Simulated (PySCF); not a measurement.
# Partial charges of `CO[SiH2]O[SiH](O)O`

Compound: CH₈O₄Si₂.
Numbering: `[CH3:1][O:2][SiH2:3][O:4][SiH:5]([OH:6])[OH:7]` (hydrogens: H8, H9, H10 on C1; H11, H12 on Si3; H13 on Si5; H14 on O6; H15 on O7)

Structure used (GFN2-xTB), in Å, numbered top down from 1:
```xyz
15
CH8O4Si2 angstrom
C     -2.623    0.245   -0.177
O     -1.236    0.083   -0.186
Si    -0.392   -1.139   -0.861
O      1.142   -0.830   -0.510
Si     2.070    0.209    0.348
O      3.543    0.319   -0.293
O      1.353    1.665    0.341
H     -3.119   -0.651    0.201
H     -2.862    1.088    0.472
H     -2.994    0.448   -1.184
H     -0.516   -1.114   -2.317
H     -0.753   -2.417   -0.255
H      2.292   -0.351    1.663
H      3.693    0.788   -1.110
H      0.397    1.665    0.337
```

Density: PBE0/pcSseg-1 (PySCF); schemes: Mulliken, IAO, Hirshfeld and ESP-fitted. The structure is a single GFN2-xTB conformer in the gas phase; no vibrational or solvent corrections.

Problem. Give the atomic charges in each scheme.

Solution. In e:

```
atom           environment  Mulliken     IAO  Hirshfeld  ESP-fitted
  C1        methoxy carbon    -0.005  -0.198     -0.029      -0.247
  O2    silyl ether oxygen    -0.675  -0.655     -0.217      -0.327
 Si3  oxygen-bound silicon    +0.993  +1.230     +0.456      +0.739
  O4       siloxane oxygen    -0.728  -0.892     -0.311      -0.568
 Si5  oxygen-bound silicon    +1.155  +1.493     +0.506      +1.021
  O6        silanol oxygen    -0.538  -0.787     -0.306      -0.715
  O7        silanol oxygen    -0.560  -0.805     -0.321      -0.722
  H8       methyl hydrogen    +0.103  +0.132     +0.045      +0.116
  H9       methyl hydrogen    +0.120  +0.156     +0.053      +0.136
 H10       methyl hydrogen    +0.105  +0.134     +0.045      +0.122
 H11         Si–H hydrogen    -0.151  -0.177     -0.087      -0.133
 H12         Si–H hydrogen    -0.144  -0.175     -0.084      -0.133
 H13         Si–H hydrogen    -0.178  -0.192     -0.085      -0.154
 H14     hydroxyl hydrogen    +0.248  +0.368     +0.184      +0.453
 H15     hydroxyl hydrogen    +0.256  +0.369     +0.152      +0.411
```

Mean size of the charges over all atoms: IAO 0.518 e, ESP-fitted 0.400 e, Mulliken 0.397 e, Hirshfeld 0.192 e. Each set sums to the total charge, 0, to within 0.001 e. The ESP scheme is a least-squares fit of atom-centred charges to the potential on four shells outside the van der Waals surface, with the total charge fixed.

Lowest charge. The schemes don't all agree: Mulliken O4 (-0.728); IAO O4 (-0.892); Hirshfeld O7 (-0.321); ESP-fitted O7 (-0.722).

Highest charge. All schemes agree: Mulliken Si5 (+1.155); IAO Si5 (+1.493); Hirshfeld Si5 (+0.506); ESP-fitted Si5 (+1.021).

Problem. How closely do the schemes follow one another over all atoms?

Solution. Correlation coefficient and root-mean-square difference: IAO with Hirshfeld 0.99, 0.427 e; Mulliken with IAO 0.99, 0.161 e; Mulliken with Hirshfeld 0.99, 0.289 e; Hirshfeld with ESP-fitted 0.98, 0.254 e; IAO with ESP-fitted 0.98, 0.217 e; Mulliken with ESP-fitted 0.95, 0.166 e.

Problem. Sum the charges by element, for elements with more than one atom.

Solution. 
```json
{"element": "O", "atoms": "4", "Mulliken": "-2.502", "IAO": "-3.141", "Hirshfeld": "-1.155", "ESP-fitted": "-2.331"}
{"element": "Si", "atoms": "2", "Mulliken": "+2.148", "IAO": "+2.722", "Hirshfeld": "+0.961", "ESP-fitted": "+1.760"}
{"element": "H", "atoms": "8", "Mulliken": "+0.359", "IAO": "+0.617", "Hirshfeld": "+0.223", "ESP-fitted": "+0.818"}
```
